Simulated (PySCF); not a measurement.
**Magnetic susceptibility: `InChI=1S/C6H7OP/c1-2-6-3-4-8(7)5-6/h2-5,8H,1H2`**

Geometry:
```csv
atom,x (Å),y (Å),z (Å)
C1,-2.642,0.592,0.238
C2,-1.746,-0.070,-0.488
C3,-0.320,-0.134,-0.230
C4,0.566,-0.683,-1.090
P5,2.235,-0.536,-0.425
O6,3.104,-1.711,-0.342
C7,1.619,0.243,1.088
C8,0.293,0.379,1.000
H9,-3.685,0.591,-0.028
H10,-2.380,1.163,1.112
H11,-2.069,-0.611,-1.368
H12,0.317,-1.113,-2.044
H13,2.791,0.527,-1.140
H14,2.229,0.557,1.917
H15,-0.318,0.811,1.776
```

Method used: GIAO KT3/pcSseg-1 magnetisability, rotational g tensor and spin-rotation constants, non-relativistic, gas phase (PySCF 2.14.0). Geometry: GFN2-xTB.

Question: What are the magnetisability and the molar susceptibility?

Answer: Isotropic -1044 × 10⁻³⁰ J/T², or -62.9 × 10⁻⁶ cm³/mol; principal values -1407, -904, -821 × 10⁻³⁰ J/T², anisotropy 549 × 10⁻³⁰ J/T² (root of half the summed squared differences of the principal values). The susceptibility is in cgs units.

Question: Split it along the inertial axes a, b, c into diamagnetic and paramagnetic parts about the centre of mass, with the quadrupole moment.

Answer: 
| axis | χ (10⁻⁶ cm³/mol) | diamagnetic (10⁻⁶ cm³/mol) | paramagnetic (10⁻⁶ cm³/mol) | summed x² of all electrons (Å²) | quadrupole Θ (D Å) |
| --- | --- | --- | --- | --- | --- |
| a | -55.5 | -340.7 | 285.3 | 269.7 | -6.15 |
| b | -49.8 | -1224.4 | 1174.6 | 61.4 | +10.03 |
| c | -83.3 | -1405.0 | 1321.7 | 18.9 | -3.88 |

Anisotropies 2χaa − χbb − χcc = +22.2 and 2χbb − χaa − χcc = +39.2 × 10⁻⁶ cm³/mol. Θ is traceless in Buckingham's convention.

Question: And the rotational g tensor?

Answer: 
```
axis  rotational constant (GHz)        g  nuclear part  electronic part
   a                     5.2972  -0.0934        0.6165          -0.7099
   b                     1.0438  -0.0259        0.5502          -0.5760
   c                     0.9068  -0.0047        0.5584          -0.5631
```
Asymmetric top; isotopes 12C, 1H, 16O, 31P; no vibrational averaging.
